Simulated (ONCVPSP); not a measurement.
# Before and after: ONCV potential for In (Z = 49)

- Element: In (Z = 49)
- Generator: ONCVPSP 4.0.1
- Type: optimised norm-conserving Vanderbilt (ONCV)
- Functional: PBE
- Relativity: scalar-relativistic
- Frozen core: [Ar] 3d10
- Valence charge: 21
- Reference configuration: 4s2 4p6 4d10 5s2 5p1
- Partial waves: 4s+5s: rc 1.40 bohr, ncon 3, nbas 6, qcut 8.5 1/bohr, 2 projectors; 4p+5p: rc 1.45 bohr, ncon 4, nbas 8, qcut 10.6 1/bohr, 2 projectors; 4d: rc 1.20 bohr, ncon 4, nbas 7, qcut 8.3 1/bohr, 2 projectors, debl 3.1 Ha
- Local potential: polynomial inside 0.90 bohr (lpopt 5, dvloc0 0 Ha)
- Core correction: polynomial model core, fcfact 0.6

Change: all radii but the core radius scaled by about 1.25 (s 1.76, p 1.82, d 1.50 bohr); local potential polynomial inside 1.12 bohr (lpopt 5, dvloc0 0 Ha).

Cutoffs: the cutoffs (Ha) at which the residual kinetic energy of the hardest occupied pseudo-wave falls to 1 and 0.1 mHa per electron; they do not see the model core or the augmentation charge, which bear on the density cutoff. Errors are all-electron minus pseudo energies relative to the spin-unpolarised reference configuration.

Question: How do hardness, ghosts and transferability respond?

Answer: The potential gets softer (48 Ha and 109 Ha → 32 Ha and 50 Ha); of the 3 tests that both files solve, the error grows in 2 and shrinks in 0 by more than 15 % and 0.3 meV (median size 5.3 → 6.6 meV); neither file shows a bound ghost. A larger radius leaves more room for a smooth pseudo-wave, so fewer plane waves are needed.

```csv
quantity,base,changed
"cutoff, loose",48 Ha,32 Ha
"cutoff, tight",109 Ha,50 Ha
loose cutoff by channel,"s 26 Ha, p 21 Ha, d 48 Ha","s 18 Ha, p 22 Ha, d 32 Ha"
bound ghosts,none,none
GHOST(+) flags under 300 eV,s at 147.9 eV,none
tests with a reliable result,3 of 4,3 of 4
"error for 4s2 4p6 4d10 5s2 5p0, meV [ΔE 5.36 eV]",-1.1,-1.2
"error for 4s2 4p6 4d10 5s1 5p0, meV [ΔE 24.60 eV]",-5.3,-6.6
"error for 4s1 4p6 4d10 5s2 5p1, meV [ΔE 127.55 eV]",-321,-686
"rms error of d²Exc/dni dnj with the model core, mHa",1.35,1.80
```
